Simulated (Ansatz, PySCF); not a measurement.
Breaking a bond: CuCl, singlet.

Levels of theory: UHF/def2-SVP (PySCF); RHF/def2-SVP (PySCF); UKS-r2SCAN = unrestricted r2SCAN/def2-SVP run with PySCF; RKS-r2SCAN = PySCF with restricted r2SCAN/def2-SVP; UKS-LDA (SVWN5) = unrestricted LDA (SVWN5)/def2-SVP in PySCF 2.14.0; RKS-LDA (SVWN5) = PySCF with restricted LDA (SVWN5)/def2-SVP; UKS-wB97X-V = unrestricted wB97X-V/def2-SVP in PySCF; RKS-wB97X-V = restricted wB97X-V/def2-SVP in PySCF; UKS-PBE = Ansatz (a program for electronic structure) with unrestricted PBE/def2-SVP; RKS-PBE = restricted PBE/def2-SVP (Ansatz); UKS-B3LYP/6-31G* = unrestricted B3LYP/6-31G*, spherical d in PySCF; RKS-B3LYP/6-31G* = restricted B3LYP/6-31G*, spherical d in PySCF 2.14.0; UKS-LDA (SVWN5)/6-31G* = unrestricted LDA (SVWN5)/6-31G*, spherical d in PySCF 2.14.0; RKS-LDA (SVWN5)/6-31G* = PySCF with restricted LDA (SVWN5)/6-31G*, spherical d.

Scanned distances (Å): 1.67, 1.77, 1.88, 1.93, 2.03, 2.08, 2.11, 2.22, 2.30, 2.41, 2.59, 2.82, 3.15, 3.44, 3.71, 4.15, 4.59, 5.11, 5.60, 6.28, 7.23, 8.39.

Where does the unrestricted solution first break spin symmetry (<S²> of 0.01 or more)?

UHF: between 3.15 and 3.44 Å; UKS-r2SCAN: between 3.15 and 3.44 Å; UKS-LDA (SVWN5): between 3.15 and 3.44 Å; UKS-wB97X-V: between 3.15 and 3.44 Å; UKS-PBE: between 3.15 and 3.44 Å; UKS-B3LYP/6-31G*: between 1.93 and 2.03 Å; UKS-LDA (SVWN5)/6-31G*: between 2.08 and 2.11 Å.

```tsv
R / Å	<S²> UHF	E(RHF) − E(UHF) / kJ/mol	<S²> UKS-r2SCAN	E(RKS-r2SCAN) − E(UKS-r2SCAN) / kJ/mol	<S²> UKS-LDA (SVWN5)	E(RKS-LDA (SVWN5)) − E(UKS-LDA (SVWN5)) / kJ/mol	<S²> UKS-wB97X-V	E(RKS-wB97X-V) − E(UKS-wB97X-V) / kJ/mol	<S²> UKS-PBE	E(RKS-PBE) − E(UKS-PBE) / kJ/mol	<S²> UKS-B3LYP/6-31G*	E(RKS-B3LYP/6-31G*) − E(UKS-B3LYP/6-31G*) / kJ/mol	<S²> UKS-LDA (SVWN5)/6-31G*	E(RKS-LDA (SVWN5)/6-31G*) − E(UKS-LDA (SVWN5)/6-31G*) / kJ/mol
1.67	0.00	0.0	0.00	0.0	0.00	0.0	0.00	0.0	0.00	0.0	0.00	0.0	0.00	0.0
1.77	0.00	0.0	0.00	0.0	0.00	0.0	0.00	0.0	0.00	0.0	0.00	0.0	0.00	0.0
1.88	0.00	0.0	0.00	0.0	0.00	0.0	0.00	0.0	0.00	0.0	0.00	0.0	0.00	0.0
1.93	0.00	0.0	0.00	0.0	0.00	0.0	0.00	0.0	0.00	0.0	0.00	0.0	0.00	0.0
2.03	0.00	0.0	0.00	0.0	0.00	0.0	0.00	0.0	0.00	0.0	0.02	0.0	0.00	0.0
2.08	0.00	0.0	0.00	0.0	0.00	0.0	0.00	0.0	0.00	0.0	0.09	0.4	0.00	0.0
2.11	0.00	0.0	0.00	0.0	0.00	0.0	0.00	0.0	0.00	0.0	0.13	0.8	0.01	0.0
2.22	0.00	0.0	0.00	0.0	0.00	0.0	0.00	0.0	0.00	0.0	0.24	2.9	0.10	0.5
2.30	0.00	0.0	0.00	0.0	0.00	0.0	0.00	0.0	0.00	0.0	0.30	4.8	0.14	1.3
2.41	0.00	0.0	0.00	0.0	0.00	0.0	0.00	0.0	0.00	0.0	0.36	7.5	0.20	2.5
2.59	0.00	0.0	0.00	0.0	0.00	0.0	0.00	0.0	0.00	0.0	0.43	11.8	0.27	4.8
2.82	0.00	0.0	0.00	0.0	0.00	0.0	0.00	0.0	0.00	0.0	0.49	16.9	0.34	7.8
3.15	0.00	0.0	0.00	0.0	0.00	0.0	0.00	0.0	0.00	0.0	0.58	24.7	0.41	11.6
3.44	0.62	10.7	0.21	1.7	0.07	0.2	0.22	2.6	0.10	0.4	0.74	35.4	0.60	14.8
3.71	0.86	39.6	0.39	7.2	0.20	—	0.45	13.3	0.25	2.2	0.86	48.3	0.77	19.6
4.15	0.96	88.4	0.55	—	0.44	—	0.68	37.6	0.50	9.5	0.93	70.0	0.97	29.3
4.59	0.99	128.5	0.63	—	0.58	—	0.82	62.8	0.61	17.6	0.96	86.8	0.94	33.8
5.11	1.00	165.5	0.69	—	0.66	—	0.94	90.0	0.68	25.1	0.97	101.0	0.99	42.5
5.60	1.00	192.5	0.74	—	0.70	—	0.99	112.0	0.73	29.8	0.98	110.3	1.00	47.4
6.28	1.01	220.7	0.80	—	0.73	—	1.00	135.5	0.78	33.8	0.99	119.1	1.00	51.0
7.23	1.01	247.8	0.83	—	0.76	—	1.00	157.9	0.81	36.3	0.99	126.3	1.00	53.1
8.39	1.01	269.8	0.86	—	0.77	—	1.00	176.3	0.83	37.7	1.57	—	1.00	54.1
```

Dashes: no converged value, or the column stops at the first point that the program doubted or that broke a chosen test of continuity, which isn't proof of a fault.
